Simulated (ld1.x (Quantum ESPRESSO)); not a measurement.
## Reading a pseudo-wave (N)

Columns: radius, all-electron u(r) and pseudo u(r) of the 2p shell (level -20.69 eV) of nitrogen in the configuration [He] 2s2 2p2; PBE, scalar-relativistic, TM semilocal scheme, ld1.x (Quantum ESPRESSO) 7.5.

| r (bohr) | all-electron | pseudo |
| --- | --- | --- |
| 0.085 | 0.0622 | 0.0238 |
| 0.170 | 0.1900 | 0.0925 |
| 0.255 | 0.3324 | 0.1981 |
| 0.340 | 0.4656 | 0.3283 |
| 0.425 | 0.5796 | 0.4685 |
| 0.510 | 0.6716 | 0.6033 |
| 0.595 | 0.7425 | 0.7197 |
| 0.680 | 0.7937 | 0.8089 |
| 0.765 | 0.8265 | 0.8669 |
| 0.850 | 0.8435 | 0.8950 |
| 0.935 | 0.8471 | 0.8978 |
| 1.020 | 0.8399 | 0.8821 |
| 1.105 | 0.8240 | 0.8544 |
| 1.190 | 0.8015 | 0.8203 |
| 1.275 | 0.7740 | 0.7838 |
| 1.360 | 0.7429 | 0.7470 |
| 1.445 | 0.7094 | 0.7106 |
| 1.530 | 0.6744 | 0.6746 |
| 1.615 | 0.6387 | 0.6387 |
| 1.700 | 0.6028 | 0.6028 |
| 1.785 | 0.5674 | 0.5674 |
| 1.870 | 0.5326 | 0.5326 |
| 1.955 | 0.4989 | 0.4989 |
| 2.040 | 0.4665 | 0.4665 |
| 2.125 | 0.4353 | 0.4353 |
| 2.210 | 0.4057 | 0.4057 |

(1) How many radial nodes do the two functions have?

(2) At about which radius was the pseudo-wave matched?

(3) Is the pseudo-wave norm-conserving?

Answers

(1) The all-electron 2p function has n − l − 1 = 0; the pseudo-wave has 0.

(2) 1.70 bohr. The columns agree to 0.0005 from 1.53 bohr on; several derivatives are matched, so the curves merge somewhat inside the radius.

(3) Yes: the TM semilocal scheme keeps the norm inside the radius equal to the all-electron one, which fixes the energy derivative of the logarithmic derivative at the level.
